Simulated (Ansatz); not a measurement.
The cluster GeO₄, relaxed as a singlet with RKS r2SCAN-D4/def2-SVP in Ansatz, starting from the GFN1-xTB geometry. Force threshold 0.02 eV/Å.

The structure holds 2 bonds between oxygen atoms, so isomers without such links may lie far lower. The structure comes from a short search, and lower isomers may exist.

Start:

```xyz
5

Ge    0.5259   -0.3484   -0.2603
O    -0.7483   -0.4683    0.9474
O    -0.3282    1.1820   -0.4157
O    -1.2117    0.8032    0.5983
O     1.7622   -1.1684   -0.8697
```

(1) Estimate the energy that the relaxation releases and the steps that it takes.

(2) Does the start keep its bonding and symmetry?

(3) Predict the relaxed structure.

## Answers

(1) 0.17 eV, in 6 steps; 7.5 s on 4 threads of Arm Neoverse V1 on a shared host. No frequencies were taken in this run, so the end may be a saddle point.

(2) By distances, no bond broke or formed. The bond that changes most is Ge1–O4, from 2.25 to 2.35 Å (atoms count from 1). Point group C2v at the start, C2v at the end, both within 0.05 Å.

(3) 
```
atom   x (Å)   y (Å)   z (Å)
 Ge1   0.550  -0.365  -0.272
  O2  -0.762  -0.484   0.968
  O3  -0.331   1.208  -0.429
  O4  -1.259   0.834   0.622
  O5   1.801  -1.194  -0.889
```
Bond lengths: 3 × Ge–O 1.62 to 1.81 Å; 2 × O–O 1.45 Å.
